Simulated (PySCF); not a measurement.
Species: Me2PhSiCl, C₈H₁₁ClSi.
Atom-mapped SMILES: `[CH3:1][Si:2]([CH3:3])([Cl:4])[c:5]1[cH:6][cH:7][cH:8][cH:9][cH:10]1` (hydrogens: H11, H12, H13 on C1; H14, H15, H16 on C3; H17 on C6; H18 on C7; H19 on C8; H20 on C9; H21 on C10)

Structure used (PBE0-D3(BJ)/def2-SVP), in Å, numbered top down from 1:
```xyz
21
C8H11ClSi angstrom
C     -2.2519   -1.0452    1.2943
Si    -1.4206   -0.4942   -0.2869
C     -2.2953    0.9617   -1.0628
Cl    -1.5338   -2.0983   -1.6257
C      0.3989   -0.1414   -0.0053
C      0.8961    1.1698   -0.0153
C      2.2442    1.4286    0.2318
C      3.1189    0.3756    0.4921
C      2.6424   -0.9357    0.5012
C      1.2960   -1.1898    0.2533
H     -3.3123   -1.2843    1.1204
H     -1.7585   -1.9407    1.7011
H     -2.1914   -0.2476    2.0519
H     -2.3004    1.8286   -0.3830
H     -3.3406    0.6991   -1.2852
H     -1.8085    1.2585   -2.0039
H      0.2258    2.0089   -0.2234
H      2.6138    2.4569    0.2167
H      4.1760    0.5759    0.6836
H      3.3268   -1.7647    0.6976
H      0.9389   -2.2240    0.2432
```

The calculation used PySCF, PBE0-D3(BJ)/def2-SVP geometry optimisation, gas phase.

Take the most abundant isotopes and a rigid rotor. The values belong to one conformer with, in the numbering `[CH3:1][Si:2]([CH3:3])([Cl:4])[c:5]1[cH:6][cH:7][cH:8][cH:9][cH:10]1`, C1–Si2–C5–C6 -108°.

(1) Give the principal moments of inertia and the rotational constants in MHz.

(2) What kind of rotor is it?

(3) What does the inertial defect say?

(4) List the rotational levels J(Ka,Kc) to J = 2 (MHz).

(5) Which types of transition are allowed, and where do some lines up to J = 3 fall?

(6) Estimate the classical rotational partition function at 10 K, 25 K and 298.15 K.

Results:

(1) Ia = 305.67, Ib = 811.91, Ic = 916.72 u·Å²; 505379 MHz·u·Å²/I gives A = 1653, B = 622.5, C = 551.3 MHz.

(2) An asymmetric top: κ = (2 × 622.5 − 1653 − 551.3)/(1653 − 551.3) = -0.87.

(3) Not planar: Δ = Ic − Ia − Ib = -200.85 u·Å². For a rigid frame Δ = −2 Σ m c², so Σ m c² = 100.43 u·Å² lies off the ab plane: 22.31 from hydrogen and 78.12 from heavier atoms. The atom farthest from that plane is 2.53 Å away.

(4) Above 0(0,0):
J = 1: 1(0,1) 1174, 1(1,1) 2205, 1(1,0) 2276
J = 2: 2(0,2) 3518, 2(1,2) 4481, 2(1,1) 4694, 2(2,1) 7787, 2(2,0) 7791
Those of J = 1 are B + C, A + C and A + B.

(5) The dipole components are |μa| = 1.08 D, |μb| = 1.63 D, |μc| = 0.93 D. The squared components, which scale the intensities, stand as 0.44 : 1.00 : 0.32 (a : b : c). Some lines, for components of 0.1 D or more:

```tsv
type	branch	J(Ka,Kc)	MHz	lower level (cm⁻¹)
b	R	3(1,2) ← 2(2,1)	533	0.260
c	Q	2(1,2) ← 2(0,2)	963	0.117
b	Q	2(2,0) ← 2(1,1)	3096	0.157
c	R	2(1,1) ← 1(0,1)	3521	0.039
a	R	3(2,2) ← 2(2,1)	3521	0.260
a	R	3(1,2) ← 2(1,1)	3626	0.157
c	R	3(1,2) ← 2(0,2)	4803	0.117
b	R	2(2,1) ← 1(1,0)	5511	0.076
c	R	2(2,0) ← 1(1,0)	5515	0.076
b	R	3(2,2) ← 2(1,1)	6614	0.157
c	R	3(2,1) ← 2(1,1)	6632	0.157
```

(6) Point group C1, symmetry number σ = 1; q = (√π/σ)·√((kT/h)³/(ABC)), k/h = 20836.6 MHz/K: 7080 at 10 K, 28000 at 25 K, 1150000 at 298.15 K.

Not checked by PBE0-D3(BJ)/def2-SVP frequencies. Zero-point vibration and centrifugal distortion are left out. A rigid rotor knows nothing of internal rotation, which can split or shift real lines. Quadrupole hyperfine structure (35Cl) is left out.

Time: 3.6 min. Hardware: an Arm Neoverse V1 with one thread, on a shared host. This is the geometry optimisation.
